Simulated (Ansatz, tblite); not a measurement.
Cost and result up the ladder for Zr3O5 (the lowest singlet isomer of a short search) (8 atoms). The state is a singlet with charge 0. Geometry: PBE0-D4/def2-SVP.

```xyz
8

Zr    1.590    0.163    0.772
Zr   -1.095   -1.372   -0.263
Zr   -0.941    1.715   -0.101
O     0.343    1.787    1.239
O    -2.155    0.359    0.276
O    -1.172   -1.651   -1.999
O     2.741    0.587   -0.489
O     0.690   -1.588    0.566
```

Ansatz on 4 threads of Intel Xeon on a shared host; xTB runs through tblite on one thread. Times are rough, summed over both states, and most runs start from the orbitals of an earlier one. PBE0-D4/def2-TZVP serves as the yardstick here, not as an exact answer. The other state is a doublet.

In the def2 sets Zr takes a core potential; there is no spin–orbit coupling. The xTB rows come from tblite. The structure comes from a short search, and lower isomers may exist.

Raw xTB energies of ions are shifted by several eV.

```csv
level,functions,wall time,vertical IE (eV),difference from PBE0-D4/def2-TZVP (eV)
GFN2-xTB,47,0.071 s,11.98,4.90
GFN1-xTB,47,0.088 s,11.39,4.31
PBE-D4/def2-TZVP,275,23 s,7.10,0.02
r2SCAN-D4/def2-TZVP (with forces),275,45 s,6.96,-0.12
PBE0-D4/def2-TZVP,275,48 s,7.08,0.00
```
